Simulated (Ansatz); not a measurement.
Relaxation of AlClH₄OSi (8 atoms, charge 0, multiplicity 1), to a largest force component of 0.02 eV/Å in at most 40 steps.

Theory: RHF/6-31G* in Ansatz.

```xyz
8
Properties=species:S:1:pos:R:3:forces:R:3
Al 0.000 0.000 0.000 1.74 0.34 0.49
Cl 0.000 0.000 2.230 0.04 -0.01 -1.79
O 1.542 0.000 -0.890 -1.50 -1.40 1.01
Si 2.387 -1.376 -1.352 -0.26 1.60 0.25
H 1.460 -2.351 -1.918 -0.24 -0.32 -0.10
H 3.388 -1.020 -2.353 0.14 0.02 -0.18
H 3.050 -1.955 -0.187 0.11 -0.23 0.22
H -1.351 0.000 -0.780 -0.04 0.00 0.10
```

Where does it end, and by what steps?

The run converged. The force dipped under the threshold on the way, but the program's further checks kept it going. After 12 steps the energy has fallen by 0.502 eV; O3 moved furthest, 0.88 Å.

```
step  energy less start (eV)  largest force component (eV/Å)  accepted
   0                  0.0000                           1.788       yes
   1                 -0.2604                           1.108       yes
   2                 -0.3399                           0.540       yes
   3                 -0.4010                           0.836       yes
   4                 -0.4579                           0.282       yes
   5                 -0.4918                           0.096       yes
   6                 -0.4994                           0.036       yes
   7                 -0.4981                           0.129        no
   8                 -0.5003                           0.019       yes
   9                 -0.5015                           0.072       yes
  10                 -0.5015                           0.125        no
  11                 -0.5021                           0.033       yes
  12                 -0.5024                           0.001       yes
```

```xyz
8
Properties=species:S:1:pos:R:3
Al -0.133 0.022 0.059
Cl 0.041 0.320 2.133
O 1.111 -0.759 -0.745
Si 2.414 -1.525 -1.358
H 1.982 -2.691 -2.151
H 3.171 -0.609 -2.230
H 3.299 -1.991 -0.275
H -1.409 0.532 -0.684
```

The run took 27 s on 1 thread of Arm Neoverse V1, with other jobs on the host, peak memory 0.15 GiB.
